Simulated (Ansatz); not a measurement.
Stepwise reaction of `SB(Cl)Cl` with water, as a gas-phase model of exchange steps in deposition or etching. ΔE in kJ/mol; ΔG adds harmonic PBE0-D4 terms to CCSD(T)/CBS, at 1 bar.

Calculated with Ansatz (gas phase, PBE0-D4/def2-TZVP geometries, no zero-point term in ΔE). CCSD(T)/CBS is the MP2 limit (def2-TZVPP, def2-QZVPP) plus CCSD(T) − MP2 in def2-TZVPP, frozen cores. This one scheme is used for every species. Functionals use def2-TZVPP. B3LYP here is the variant with VWN-RPA as its local correlation; programs differ in this. One conformer a species, not always the lowest.

```tsv
step	reaction	PBE-D4	B3LYP-D4	ωB97M-V	CCSD(T)/CBS	ΔG(400 K)
2	`OB(S)Cl` + H₂O → `OB(O)S` + HCl	-25.3	-33.0	-32.6	-29.1	-30.2
```

Q: Give the row of step 1, `SB(Cl)Cl` + H₂O → `OB(S)Cl` + HCl. (An estimate is asked.)

A: The calculation gave: 
| step | reaction | PBE-D4 | B3LYP-D4 | ωB97M-V | CCSD(T)/CBS | ΔG(400 K) |
| --- | --- | --- | --- | --- | --- | --- |
| 1 | `SB(Cl)Cl` + H₂O → `OB(S)Cl` + HCl | -41.6 | -49.3 | -49.7 | -44.1 | -44.0 |

Q: By hand: ΔE of the 2 steps together at CCSD(T)/CBS.

A: (-44.1) + (-29.1) = -73.2 kJ/mol, or -36.6 kJ/mol a step.

In ΔE each step is higher than the one before. All are downhill at CCSD(T)/CBS. ΔG lies between -44.0 and -30.2 kJ/mol a step. PBE-D4 differs from CCSD(T)/CBS by 2.5 to 3.8 kJ/mol a step. Isolated molecules leave out the surface, adducts and barriers. Largest T1 diagnostic: 0.012.
